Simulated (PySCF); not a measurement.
C6H12Ge.
SMILES with atom numbers: `[CH2:1]=[C:2]([CH3:3])[C@@H:4]1[CH2:5][C@@H:6]1[GeH3:7]` (hydrogens: H8, H9 on C1; H10, H11, H12 on C3; H13 on C4; H14, H15 on C5; H16 on C6; H17, H18, H19 on Ge7)

Computed with PBE0-D3(BJ)/def2-SVP geometry optimisation, gas phase in PySCF 2.14.0.

**Question.** List the bond lengths, angles and torsions at this level.

**Answer.** 
```csv
bond,length (bohr)
C1=C2,2.529
C2–C3,2.834
C2–C4,2.818
C4–C5,2.818
C5–C6,2.847
C6–Ge7,3.684
C4–C6,2.872
C1–H8,2.064
C1–H9,2.066
"C3–H10, C3–H11, C3–H12",2.081
C4–H13,2.073
C5–H14,2.066
C5–H15,2.067
C6–H16,2.070
"Ge7–H17, Ge7–H18, Ge7–H19",2.912
```

Bonds in one row agree within 0.02 bohr and their mean is given. A selection of angles:
```csv
angle,degrees
C2–C1–H8,121.8
C2–C1–H9,121.1
H8–C1–H9,117.1
C1–C2–C3,122.4
C1–C2–C4,123.3
C3–C2–C4,114.3
C2–C3–H10,112.0
H10–C3–H11,108.3
C2–C4–C5,123.8
C2–C4–C6,119.9
C2–C4–H13,113.2
C5–C4–C6,60.0
C5–C4–H13,115.7
C6–C4–H13,114.0
C4–C5–C6,60.9
C4–C5–H14,117.7
C4–C5–H15,118.6
C6–C5–H14,118.2
C6–C5–H15,117.9
H14–C5–H15,113.8
C5–C6–Ge7,120.3
C5–C6–H16,116.1
Ge7–C6–H16,113.9
C4–C6–C5,59.0
C4–C6–Ge7,121.2
C4–C6–H16,115.7
C6–Ge7–H17,108.4
C6–Ge7–H18,111.6
H17–Ge7–H18,108.3
H17–Ge7–H19,108.7
```

Dihedral angles: C1–C2–C4–C5 -13° (synperiplanar); C2–C4–C5–C6 -108° (anticlinal); C4–C5–C6–Ge7 110° (anticlinal); C2–C4–C6–C5 114° (anticlinal).

The 3-membered ring C4–C5–C6 has internal angles of 59.0° to 60.9°. Of the pairs four or more bonds apart, H8···H15 is among the closest relative to their van der Waals radii: 2.16 Å, 90 % of the sum of Bondi's values. Ge7 (germanium bonded to C and 3 H) is tetrahedral (angles from 108.3° to 111.6°). The C–C distances run from 1.339 Å (C1=C2, drawn double) to 1.520 Å (C4–C6, drawn single), a spread of 0.181 Å.

Point group: C1 (no symmetry element, even within 0.4 Å). Whether it is a minimum is left open (no frequencies). The numbers are those of one conformer.

The run took 5.6 min on one thread, Arm Neoverse N1 (aarch64), shared host, and the process peaked at 0.77 GiB of memory. That covers the optimisation of the geometry.
